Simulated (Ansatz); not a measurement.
Computed with Ansatz on PBE0-D4/def2-TZVP structures; ΔE is electronic, products minus reactants. CCSD(T)/CBS adds triple-zeta CCSD(T) − MP2 to the extrapolated MP2 energy (def2 sets, frozen cores). Functionals use def2-TZVPP. B3LYP here is the variant with VWN-RPA as its local correlation; programs differ in this. Elements past krypton have def2 core potentials. For Sn outer-core shells are correlated without core-valence functions, which leaves a few kJ/mol of doubt a bond. Each species was taken in one conformer, which may not be the lowest.

Reaction (substitution at a C–O bond): `C[O][Sn][O]C` + `[SiH3]N[SiH2]Cl` → `CN([SiH3])[SiH2]Cl` + `C[O][Sn][OH]`

`C[O][Sn][O]C`:

Cartesian coordinates in Å:
```
C 0.089 1.742 -0.126
O -1.232 1.427 0.209
Sn -2.170 -0.198 0.823
O -0.818 -1.615 0.569
C 0.425 -1.695 -0.069
H 0.823 1.126 0.406
H 0.287 2.790 0.128
H 0.266 1.622 -1.202
H 1.244 -1.488 0.630
H 0.568 -2.711 -0.456
H 0.519 -1.000 -0.912
```

`[SiH3]N[SiH2]Cl`:

Z-matrix (Å, degrees):
```
Si
N 1 1.734
H 1 1.484 2 106.6
H 1 1.487 2 112.3 3 120.0
H 1 1.487 2 110.5 3 -119.6
Si 2 1.708 1 127.5 3 -13.2
H 2 1.011 1 116.1 3 179.3
Cl 6 2.065 2 113.2 1 -84.2
H 6 1.479 2 109.4 1 157.8
H 6 1.477 2 108.8 1 33.9
```

`CN([SiH3])[SiH2]Cl`:

Z-matrix (Å, degrees):
```
C
N 1 1.464
H 1 1.095 2 112.1
H 1 1.094 2 110.6 3 -120.8
H 1 1.093 2 110.7 3 120.4
Si 2 1.734 1 116.3 3 75.9
Si 2 1.707 1 118.2 3 -93.4
H 6 1.483 2 108.2 1 179.5
H 6 1.488 2 109.2 1 59.1
H 6 1.489 2 111.6 1 -59.7
Cl 7 2.067 2 112.8 1 72.3
H 7 1.477 2 109.2 1 -168.7
H 7 1.481 2 109.3 1 -44.4
```

`C[O][Sn][OH]`:

Z-matrix (Å, degrees):
```
C
O 1 1.399
H 1 1.099 2 112.4
H 1 1.095 2 109.2 3 119.0
H 1 1.099 2 112.4 3 -121.9
Sn 2 1.982 1 127.1 3 60.9
O 6 1.980 2 98.4 1 0.0
H 7 0.961 6 117.1 2 -0.0
```

(1) Is it downhill or uphill in electronic energy at CCSD(T)/CBS, and by how much? (Estimate.)

(2) What do these levels give: PBE-D4, PBE0-D4, B3LYP-D4, r2SCAN0-D4, CCSD(T)/def2-TZVPP, MP2/CBS(def2)? (An estimate is asked.)

(3) What do rigid-rotor, harmonic-oscillator terms from PBE0-D4/def2-TZVP frequencies (298.15 K, 1 bar) make of the CCSD(T)/CBS value? (Best estimate.)

Largest T1 diagnostic among the species: 0.017.

## Answers

(1) Ansatz gave: Downhill: ΔE = -24.9 kJ/mol.

(2) Computed: PBE-D4 -23.8, PBE0-D4 -24.2, B3LYP-D4 -19.2, r2SCAN0-D4 -23.3, CCSD(T)/def2-TZVPP -25.1, MP2/CBS(def2) -28.8 kJ/mol.

(3) The calculation gave: ΔZPE = -0.2 kJ/mol, ΔH = -25.8 kJ/mol, ΔS = -5 J/(mol·K), ΔG = -24.3 kJ/mol. Modes under 50 cm⁻¹ make the entropy rough.

The D4 term adds −4.4 kJ/mol with B3LYP and −2.2 kJ/mol with PBE0; it sums over pairs of atoms, weighted by their polarisabilities, and B3LYP, whose exchange is more repulsive, gets the larger term. Leaving LDA and LC-ωPBE aside and taking each functional with its dispersion term where it has one, the values, not all of them listed here, spread over 8.6 kJ/mol, from revPBE-D4 to BHLYP-D4. LDA lies −6.6 kJ/mol from PBE without D4. At CCSD(T), def2-SVP lies +5.5 kJ/mol from the extrapolated value and def2-TZVPP −0.2 kJ/mol.
